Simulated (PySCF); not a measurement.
**Predicted spectroscopic data**

How the numbers were obtained: PBE0-D3(BJ)/def2-SVP geometry, J: B3LYP/pcJ-1 (spin–dipole term left out of most H,H and C,H couplings), NMR shieldings at PBE0/pcSseg-1/GIAO, in PySCF 2.14.0 with density-fitted response routines (non-relativistic Hamiltonian, averaged over atoms made equivalent by symmetry, fast rotation or ring inversion, one conformer, isolated molecule).

References, each an isolated molecule treated in the same way: 1H (σ = 31.27 ppm), 13C (σ = 184.41 ppm) vs TMS. Multiplet labels drop J under 1 Hz and among equivalent protons, and merge close values. Unscaled 3J(H,H) run several per cent high. One-bond C–F couplings are unscaled and too large by tens of Hz. Couplings to H on boron are left out. Carbons bonded to boron are broad in practice. Shifts are as computed. Against solution values, carbons near 30 ppm lie about +2 ppm off and those near 130 ppm about +5 ppm. Of 1313 compounds with measured shifts, 239 miss one by over three times the rms of a fit or turn the order of signals round; such compounds aren't used in these exercises. OH and NH positions are gas-phase values without hydrogen bonding to other molecules.

**1.** `FC1=CC=CC=C1CO`, C7H7FO. 1H NMR (500 MHz, computed): δ 7.86 (m, 1H), 7.37 (m, 1H), 7.33 (m, 1H), 7.10 (m, 1H), 4.86 (dt, J = 2.0, 1.3 Hz, 2H), -0.16 (br s, 1H). 13C{1H} NMR (computed): δ 166.2 (d, J = 309.9 Hz), 135.5 (d, J = 10.8 Hz), 133.8 (d, J = 5.2 Hz), 131.6 (d, J = 2.3 Hz), 129.1, 119.8 (d, J = 18.2 Hz), 60.8 (d, J = 6.5 Hz).

**2.** `C/N=C\C1=[O+][BH2-]OC=C1`, C5H8BNO2. 1H NMR (500 MHz, computed): δ 8.10 (q, J = 3.3 Hz, 1H), 8.02 (d, J = 4.2 Hz, 1H), 5.63 (d, J = 4.2 Hz, 1H), 4.16 (d, J = 3.3 Hz, 3H), 3.82 (br, 2H). 13C{1H} NMR (computed): δ 190.7 (CH), 174.2 (C), 159.2 (CH), 108.9 (CH), 47.7 (CH3).
